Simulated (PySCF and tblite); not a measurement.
Results of a calculation; reference values are marked as such.
C5H4FNS, numbered as in [CH2:1]=[C:2]([F:3])[c:4]1[cH:5][n:6][cH:7][s:8]1.

Conformers came from 60 starts (ETKDG and KDG, MMFF94s, GFN2-xTB); geometries are GFN2-xTB. Weights use PBE0-D3(BJ)/def2-SVP (IEF-PCM, water) energies plus GFN2-xTB zero-point and thermal terms (modes under about 200 cm⁻¹ blended into free rotors). Symmetry numbers and mirror images are counted. Conformers within 2.5 kcal/mol (GFN2-xTB free energy) were kept, 10 at most. Programs: PySCF with density fitting and tblite.

Rotational constants are equilibrium values for the commonest isotopes; dipoles come from the energy level named and are polarised by its solvent model.

Torsions listed: F3–C2–C4–S8.

```json
{"conformer": "1", "shape": "180°", "symmetry": "Cs", "weight %": "79.2"}
{"conformer": "2", "shape": "0°", "symmetry": "Cs", "weight %": "20.8"}
```

Sets of constants, in random order:

```csv
set,A (MHz),B (MHz),C (MHz),abs μa (D),abs μb (D),abs μc (D)
P,3637,1412,1017,0.23,2.76,0.00
Q,3699,1428,1030,0.30,0.26,0.00
```

(1) Match each set to its conformer.

Answers

(1) P is conformer 1, Q is conformer 2.
